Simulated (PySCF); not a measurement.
Cartesian coordinates (Å):
```xyz
10

C      1.3809     0.4035    -0.1982
C      0.7575    -0.7715    -0.1429
O     -0.5515    -1.0109     0.0973
C     -1.3808     0.1183     0.3206
H      2.4410     0.4222    -0.4024
H      0.8842     1.3505    -0.0494
H      1.2815    -1.7069    -0.2964
H     -2.3827    -0.2667     0.4932
H     -1.0459     0.6822     1.1962
H     -1.3842     0.7794    -0.5510
```
Charge 0, spin multiplicity 1.

Question: Estimate the total energy, HOMO–LUMO gap, dipole moment, LUMO and HOMO that PBE-D3(BJ)/def2-TZVP // B3LYP-D3(BJ)/def2-TZVP in PySCF 2.14.0 returns for this input.

Answer: 
```yaml
total_energy: -5250.51 eV
HOMO–LUMO gap: 5.37 eV
dipole_moment: 0.92 D
LUMO: -0.15 eV
HOMO: -5.51 eV
```
